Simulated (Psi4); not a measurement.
Job for Psi4: SAPT0/aug-cc-pVDZ on C5H15GaS (a complex), monomers drawn apart or pushed together.

```
memory 8100 MB

molecule dimer {
0 1
C    -1.51032191    0.33004457    0.53176612
Ga    0.30996975   -0.26752885    1.13283484
C     1.81906944    1.03865537    0.96645145
C     0.70473382   -2.23053000    1.09050667
H    -1.54571459    0.30108304   -0.56090443
H    -1.73796405    1.35583810    0.82954494
H    -2.30959411   -0.32094290    0.89253359
H     2.17880076    1.06063167   -0.06556738
H     2.66383589    0.76351052    1.60108724
H     1.51165169    2.05503152    1.22264673
H     0.95315248   -2.53711066    0.07106587
H     1.55590272   -2.48567502    1.72493533
H    -0.15304974   -2.82812211    1.40708366
--
0 1
C    -0.84089980    1.72977711    4.62184529
S    -0.21858538    0.03928893    4.45187238
C    -1.73904334   -0.90342715    4.72275930
H    -1.18176388    1.90300249    5.64122868
H    -0.00929246    2.39520636    4.39907510
H    -1.64714408    1.90941073    3.91339957
H    -2.09181529   -0.76070388    5.74282486
H    -1.49142978   -1.95156708    4.56760180
H    -2.50306088   -0.60307212    4.00843633
units angstrom
symmetry c1
no_reorient
no_com
}

set {
  basis aug-cc-pVDZ
  scf_type df
  freeze_core true
}

energy('sapt0')
```

Program output:

```
[...]
==> Input File <==

--------------------------------------------------------------------------
memory 8100 MB

molecule dimer {
0 1
C    -1.51032191    0.33004457    0.53176612
Ga    0.30996975   -0.26752885    1.13283484
C     1.81906944    1.03865537    0.96645145
C     0.70473382   -2.23053000    1.09050667
H    -1.54571459    0.30108304   -0.56090443
H    -1.73796405    1.35583810    0.82954494
H    -2.30959411   -0.32094290    0.89253359
H     2.17880076    1.06063167   -0.06556738
H     2.66383589    0.76351052    1.60108724
H     1.51165169    2.05503152    1.22264673
H     0.95315248   -2.53711066    0.07106587
H     1.55590272   -2.48567502    1.72493533
H    -0.15304974   -2.82812211    1.40708366
--
0 1
C    -0.84089980    1.72977711    4.62184529
S    -0.21858538    0.03928893    4.45187238
C    -1.73904334   -0.90342715    4.72275930
H    -1.18176388    1.90300249    5.64122868
H    -0.00929246    2.39520636    4.39907510
H    -1.64714408    1.90941073    3.91339957
H    -2.09181529   -0.76070388    5.74282486
H    -1.49142978   -1.95156708    4.56760180
H    -2.50306088   -0.60307212    4.00843633
units angstrom
symmetry c1
no_reorient
no_com
}

set {
  basis aug-cc-pVDZ
  scf_type df
  freeze_core true
}

energy('sapt0')
--------------------------------------------------------------------------


   => Loading Basis Set <=

    Name: AUG-CC-PVDZ
    Role: ORBITAL
    Keyword: BASIS
    atoms 1, 3-4, 14, 16 entry C          line   182 file aug-cc-pvdz.gbs
    atoms 2              entry GA         line  2890 file aug-cc-pvdz.gbs
    atoms 5-13, 17-22    entry H          line    40 file aug-cc-pvdz.gbs
    atoms 15             entry S          line   702 file aug-cc-pvdz.gbs

   => Loading Basis Set <=

    Name: AUG-CC-PVDZ
    Role: ORBITAL
    Keyword: BASIS
    atoms 1, 3-4, 14, 16 entry C          line   182 file aug-cc-pvdz.gbs
    atoms 2              entry GA         line  2890 file aug-cc-pvdz.gbs
    atoms 5-13, 17-22    entry H          line    40 file aug-cc-pvdz.gbs
    atoms 15             entry S          line   702 file aug-cc-pvdz.gbs


  //>>>>>>>>>>>>>>>>>>>>>>>>>>>>>>>>>>>//
  //              Dimer HF             //
  //<<<<<<<<<<<<<<<<<<<<<<<<<<<<<<<<<<<//

   => Libint2 <=

    Primary   basis highest AM E, G, H:  7, 6, 3
    Auxiliary basis highest AM E, G, H:  7, 7, 4
    Onebody   basis highest AM E, G, H:  -, -, -
    Solid Harmonics ordering:            Gaussian


   => Loading Basis Set <=

    Name: AUG-CC-PVDZ
    Role: ORBITAL
    Keyword: BASIS
    atoms 1, 3-4, 14, 16 entry C          line   182 file aug-cc-pvdz.gbs
    atoms 2              entry GA         line  2890 file aug-cc-pvdz.gbs
    atoms 5-13, 17-22    entry H          line    40 file aug-cc-pvdz.gbs
    atoms 15             entry S          line   702 file aug-cc-pvdz.gbs


         ---------------------------------------------------------
                                   SCF
               by Justin Turney, Rob Parrish, Andy Simmonett
                          and Daniel G. A. Smith
                              RHF Reference
                        4 Threads,   7724 MiB Core
         ---------------------------------------------------------

  ==> Geometry <==

    Molecular point group: c1
    Full point group: C1

    Geometry (in Angstrom), charge = 0, multiplicity = 1:

       Center              X                  Y                   Z               Mass
    ------------   -----------------  -----------------  -----------------  -----------------
         C           -1.510321910000     0.330044570000     0.531766120000    12.000000000000
         GA           0.309969750000    -0.267528850000     1.132834840000    68.925573500000
         C            1.819069440000     1.038655370000     0.966451450000    12.000000000000
         C            0.704733820000    -2.230530000000     1.090506670000    12.000000000000
         H           -1.545714590000     0.301083040000    -0.560904430000     1.007825032230
         H           -1.737964050000     1.355838100000     0.829544940000     1.007825032230
         H           -2.309594110000    -0.320942900000     0.892533590000     1.007825032230
         H            2.178800760000     1.060631670000    -0.065567380000     1.007825032230
         H            2.663835890000     0.763510520000     1.601087240000     1.007825032230
         H            1.511651690000     2.055031520000     1.222646730000     1.007825032230
         H            0.953152480000    -2.537110660000     0.071065870000     1.007825032230
         H            1.555902720000    -2.485675020000     1.724935330000     1.007825032230
         H           -0.153049740000    -2.828122110000     1.407083660000     1.007825032230
         C           -0.840899800000     1.729777110000     4.621845290000    12.000000000000
         S           -0.218585380000     0.039288930000     4.451872380000    31.972071174400
         C           -1.739043340000    -0.903427150000   
[...]
ctron Energy =                 288.1474293872063868
    Total Energy =                       -476.7651136568886727

Computation Completed


Properties will be evaluated at   0.000000,   0.000000,   0.000000 [a0]

Properties computed using the SCF density matrix


 Multipole Moments:

 ------------------------------------------------------------------------------------
     Multipole            Electronic (a.u.)      Nuclear  (a.u.)        Total (a.u.)
 ------------------------------------------------------------------------------------

 L = 1.  Multiply by 2.5417464519 to convert [e a0] to [Debye]
 Dipole X            :         52.0693534          -52.7262526           -0.6568992
 Dipole Y            :        -15.7937722           16.0229862            0.2292140
 Dipole Z            :       -293.8504042          293.9849805            0.1345763
 Magnitude           :                                                    0.7086370

 ------------------------------------------------------------------------------------

  Constructing Basis Sets for SAPT...

   => Loading Basis Set <=

    Name: (AUG-CC-PVDZ AUX)
    Role: RIFIT
    Keyword: DF_BASIS_SAPT
    atoms 1, 3-4, 14, 16 entry C          line   112 file aug-cc-pvdz-ri.gbs
    atoms 2              entry GA         line   690 file aug-cc-pvdz-ri.gbs
    atoms 5-13, 17-22    entry H          line    30 file aug-cc-pvdz-ri.gbs
    atoms 15             entry S          line   516 file aug-cc-pvdz-ri.gbs

   => Loading Basis Set <=

    Name: (AUG-CC-PVDZ AUX)
    Role: JKFIT
    Keyword: DF_BASIS_ELST
    atoms 1, 3-4, 14, 16 entry C          line   154 file aug-cc-pvdz-jkfit.gbs
    atoms 2              entry GA         line   936 file aug-cc-pvdz-jkfit.gbs
    atoms 5-13, 17-22    entry H          line    70 file aug-cc-pvdz-jkfit.gbs
    atoms 15             entry S          line   690 file aug-cc-pvdz-jkfit.gbs


  //>>>>>>>>>>>>>>>>>>>>>>>>>>>>>>>>>>>//
  //               SAPT0               //
  //<<<<<<<<<<<<<<<<<<<<<<<<<<<<<<<<<<<//



        SAPT0
    Ed Hohenstein
     6 June 2009

      Orbital Information
  --------------------------
    NSO        =       313
    NMO        =       313
    NRI        =       927
    NRI (Elst) =      1232
    NOCC A     =        29
    NOCC B     =        17
    FOCC A     =        12
    FOCC B     =         7
    NVIR A     =       284
    NVIR B     =       296

    Elst10,r            =    -0.012471441578 [Eh]
    Exch10              =     0.007949343487 [Eh]
    Exch10 (S^2)        =     0.007888838223 [Eh]

    Maxiter = 50
    CPHF R converge = 1.000000E-08

    Iter     Energy [mEh]          dE [mEh]         Residual      Time [s]
       1      -0.87728821       0.877288210     4.356686e-03             1
       2      -0.93971885       0.062430636     1.351177e-03             1
       3      -0.97617679       0.036457946     2.897289e-04             1
       4      -0.97411025      -0.002066539     9.242457e-05             2
       5      -0.97298153      -0.001128719     1.679030e-05             2
       6      -0.97309018       0.000108648     5.425006e-06             3
       7      -0.97313992       0.000049742     1.191085e-06             3
       8      -0.97313002      -0.000009904     3.518934e-07             4
       9      -0.97312888      -0.000001144     1.002619e-07             4
      10      -0.97312946       0.000000584     3.047863e-08             5
      11      -0.97312956       0.000000095     8.254875e-09             5

    CHF Iterations converged

    Maxiter = 50
    CPHF R converge = 1.000000E-08

    Iter     Energy [mEh]          dE [mEh]         Residual      Time [s]
       1     -14.08179427      14.081794265     1.688600e-02             1
       2     -17.59977509       3.517980829     5.162061e-03             1
       3     -17.73603737       0.136262279     1.474166e-03             1
       4     -17.64261476      -0.093422612     4.237877e-04             2
       5     -17.64450402       0.001889260     1.171761e-04             2
       6     -17.65073736       0.006233337     2.496488e-05             3
       7     -17.64978178      -0.000955581     4.885523e-06             3
       8     -17.64982709       0.000045315     1.378470e-06             4
       9     -17.64985944       0.000032349     3.555272e-07             4
      10     -17.64985424      -0.000005204     1.082801e-07             4
      11     -17.64985311      -0.000001123     2.817297e-08             5
      12     -17.64985358       0.000000467     5.532175e-09             5

    CHF Iterations converged

    Ind20,r (A<-B)      =    -0.000973129555 [Eh]
    Ind20,r (B<-A)      =    -0.017649853580 [Eh]
    Ind20,r             =    -0.018622983136 [Eh]
    Exch-Ind20,r (A<-B) =     0.000541027871 [Eh]
    Exch-Ind20,r (B<-A) =     0.014488849156 [Eh]
    Exch-Ind20,r        =     0.015029877026 [Eh]
    Disp20              =    -0.007607394383 [Eh]
    Disp20 (SS)         =    -0.003803697191 [Eh]
    Disp20 (OS)         =    -0.003803697191 [Eh]
    Exch-Disp20         =     0.000778902153 [Eh]
    Exch-Disp20 (SS)    =     0.000486910553 [Eh]
    Exch-Disp20 (OS)    =     0.000291991600 [Eh]

    SAPT Results
  --------------------------------------------------------------------------------------------------------
    Electrostatics                -12.47144158 [mEh]      -7.82594774 [kcal/mol]     -32.74376535 [kJ/mol]
      Elst10,r                    -12.47144158 [mEh]      -7.82594774 [kcal/mol]     -32.74376535 [kJ/mol]

    Exchange                        7.94934349 [mEh]       4.98828835 [kcal/mol]      20.87099845 [kJ/mol]
      Exch10                        7.94934349 [mEh]       4.98828835 [kcal/mol]      20.87099845 [kJ/mol]
      Exch10(S^2)                   7.88883822 [mEh]       4.95032072 [kcal/mol]      20.71214190 [kJ/mol]

    Induction                      -4.56125601 [mEh]      -2.86223136 [kcal/mol]     -11.97557600 [kJ/mol]
      Ind20,r                     -18.62298314 [mEh]     -11.68609835 [kcal/mol]     -48.89463549 [kJ/mol]
      Exch-Ind20,r                 15.02987703 [mEh]       9.43139022 [kcal/mol]      39.46093670 [kJ/mol]
      delta HF,r (2)               -0.96814990 [mEh]      -0.60752323 [kcal/mol]      -2.54187721 [kJ/mol]

    Dispersion                     -6.82849223 [mEh]      -4.28494357 [kcal/mol]     -17.92820388 [kJ/mol]
      Disp20                       -7.60739438 [mEh]      -4.77371205 [kcal/mol]     -19.97321120 [kJ/mol]
      Exch-Disp20                   0.77890215 [mEh]       0.48876848 [kcal/mol]       2.04500732 [kJ/mol]
      Disp20 (SS)                  -3.80369719 [mEh]      -2.38685602 [kcal/mol]      -9.98660560 [kJ/mol]
      Disp20 (OS)                  -3.80369719 [mEh]      -2.38685602 [kcal/mol]      -9.98660560 [kJ/mol]
      Exch-Disp20 (SS)              0.48691055 [mEh]       0.30554098 [kcal/mol]       1.27838348 [kJ/mol]
      Exch-Disp20 (OS)              0.29199160 [mEh]       0.18322750 [kcal/mol]       0.76662384 [kJ/mol]

  Total HF                         -9.08335410 [mEh]      -5.69989075 [kcal/mol]     -23.84834291 [kJ/mol]
  Total SAPT0                     -15.91184633 [mEh]      -9.98483432 [kcal/mol]     -41.77654679 [kJ/mol]

  Special recipe for scaled SAPT0 (see Manual):
    Electrostatics sSAPT0         -12.47144158 [mEh]      -7.82594774 [kcal/mol]     -32.74376535 [kJ/mol]
    Exchange sSAPT0                 7.94934349 [mEh]       4.98828835 [kcal/mol]      20.87099845 [kJ/mol]
    Induction sSAPT0               -4.21277152 [mEh]      -2.64355404 [kcal/mol]     -11.06063010 [kJ/mol]
    Dispersion sSAPT0              -6.81043251 [mEh]      -4.27361092 [kcal/mol]     -17.88078810 [kJ/mol]
  Total sSAPT0                    -15.54530212 [mEh]      -9.75482436 [kcal/mol]     -40.81418510 [kJ/mol]
  --------------------------------------------------------------------------------------------------------



*** Psi4 exiting successfully. Buy a developer a beer!
```

The run finished.

Cost: roughly 4 core-minutes.
